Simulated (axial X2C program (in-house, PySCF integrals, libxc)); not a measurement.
# IF: from Re and ωe to a spectrum

A bond curve at the PBE0 level, 2c, was computed with an axial X2C code built on PySCF integrals (basis I dyall-v3z [11s12p8d1f], F dyall-v3z [6s5p2d1f] (cores contracted in-house)) for the state Ω = 0 (closed shell). Its fit gives Re = 1.9257 Å, ωe = 617.2 cm⁻¹, ωexe = 2.9 cm⁻¹ and αe = 1.743e-03 cm⁻¹; the masses are 126.9045 and 18.9984 u. Two-component means X2C with spin–orbit coupling and atomic mean-field Coulomb and Gaunt terms.

**Question.** Find the reduced mass, Be and the force constant.

**Answer.** From the PBE0 values: μ = 16.5246 u. Be = 16.8576/(μ Re²) = 0.2751 cm⁻¹. k = 5.8918×10⁻⁷ μ ωe² = 3.71 mdyn/Å.

**Question.** Estimate De from a Morse curve and compare with the computed well depth of 2.638 eV to I + F.

**Answer.** De(Morse) = ωe²/(4ωexe) = 4.072 eV against 2.638 eV computed, a ratio of 1.54. The extrapolation overshoots: the well softens faster than a Morse curve, or the lowest atomic limit lies below the one to which the curve heads.

**Question.** A Morse curve ties αe to the other constants (Pekeris). How well does that hold?

**Answer.** αe(Morse) = 6Be²/ωe × (√(ωexe/Be) − 1) = 1.653e-03 cm⁻¹; the PBE0 curve gives 1.743e-03 cm⁻¹, a ratio of 0.95.

**Question.** Give B0, the J = 1←0 line in GHz and the most populated J at 300 K (kT = 208.5 cm⁻¹).

**Answer.** B0 = Be − αe/2 = 0.2742 cm⁻¹; 2B0 = 16.44 GHz; J(max) ≈ √(kT/2B0) − 1/2 = 19.0, so J = 19.

**Question.** Estimate the centrifugal constant by the Kratzer relation.

**Answer.** D = 4Be³/ωe² = 2.19e-07 cm⁻¹.

One determinant describes the state; a PBE0 search over occupations chose it and may have missed a lower one. De is counted from the lowest determinant-based energies of the atoms at the same level, without counterpoise correction. In 2c an atomic determinant is not the ground J level, so De misses part of the atomic spin–orbit lowering. This holds for PBE0. The functionals have no current-density term, which raises determinants with orbital currents, atoms included.
